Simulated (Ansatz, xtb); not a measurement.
## A geometry optimisation of CH5BGe+ with r2SCAN-D4/def2-SVP

The starting geometry of this gas-phase doublet has its atoms placed at random.

```tsv
atom	x (Å)	y (Å)	z (Å)
C	1.4171	0.3471	0.5804
B	0.5241	1.3805	0.0532
Ge	-0.5720	-0.6275	-0.4683
H	0.4844	-0.9819	0.4929
H	1.5546	-0.2784	-0.4586
H	-0.2359	0.0555	0.5803
H	-0.6710	1.3599	-1.1843
H	-1.5102	0.4523	-1.1224
```

Task: One run relaxed it with r2SCAN-D4/def2-SVP. What is a likely outcome?

Result: It ends as a structure given below by its coordinates. Distances that change by over a tenth: Ge3–H6 (1.30 → 1.97 Å). Contacts that open: Ge3–H4 (1.47 → 2.63 Å). Contacts that close: C1–Ge3 (2.45 → 1.95 Å), C1–H4 (1.63 → 1.11 Å), B2–Ge3 (2.35 → 2.32 Å), B2–H6 (1.62 → 1.29 Å), B2–H7 (1.72 → 1.20 Å).

The energy falls by 11.03 eV over 20 steps:

| step | E − E(last) (eV) |
| --- | --- |
| 1 | 11.031 |
| 3 | 6.435 |
| 5 | 3.181 |
| 7 | 1.034 |
| 9 | 0.288 |
| 12 | 0.092 |
| 14 | 0.028 |
| 16 | 0.002 |
| 18 | 0.000 |
| 20 | 0.000 |

Final geometry (Å):

```yaml
atoms:
  - { symbol: C, position_ang: [0.9090, -0.2239, -0.0820] }
  - { symbol: B, position_ang: [0.1680, 1.1237, 0.1150] }
  - { symbol: Ge, position_ang: [-0.9107, -0.8983, -0.2435] }
  - { symbol: H, position_ang: [1.4641, -0.5296, 0.8241] }
  - { symbol: H, position_ang: [1.5621, -0.3614, -0.9616] }
  - { symbol: H, position_ang: [-1.1134, 1.0236, 0.1399] }
  - { symbol: H, position_ang: [0.5396, 2.2502, 0.2836] }
  - { symbol: H, position_ang: [-1.6278, -0.6767, -1.6025] }
```

From the same start GFN2-xTB ends elsewhere, differing in B2–H8 (1.22 against 3.07 Å here), Ge3–H8 (2.30 against 1.55 Å here).

From so rough a start the end depends on the optimiser's path, so another program may land elsewhere. The end wasn't checked by frequencies. Open shells are spin-unrestricted. Run with Ansatz 0.2.0, 65 s on 2 threads of Intel(R) Xeon(R) 6975P-C (Granite Rapids), with other jobs on the host.
